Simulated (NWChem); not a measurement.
# HTeOF; SMILES O[Te]F

```xyz
4

Te     0.3341     0.0097    -0.0042
F     -0.8734    -1.5099    -0.0082
O     -1.0230     1.4353    -0.0679
H     -1.3296     1.6012     0.8340
```
Atoms are numbered in this order, from 1.

Coordinates come from a PBE0/def2-SVP optimisation. No frequency run checked for a minimum. def2 effective core potentials on Te; no spin-orbit coupling.

### Question
List the 4 lowest vertical singlet excitations from CAM-B3LYP/def2-SVPD with def2 effective core potentials on Te, TDA (NWChem).

### Answer
| state | energy (eV) | oscillator strength | leading excitation (squared amplitude) |
|---|---|---|---|
| S1 | 2.64 | 0.000 | HOMO → LUMO (0.98) |
| S2 | 3.47 | 0.006 | HOMO → LUMO+1 (0.97) |
| S3 | 5.77 | 0.122 | HOMO → LUMO+2 (0.97) |
| S4 | 6.44 | 0.007 | HOMO−1 → LUMO+1 (0.42) |
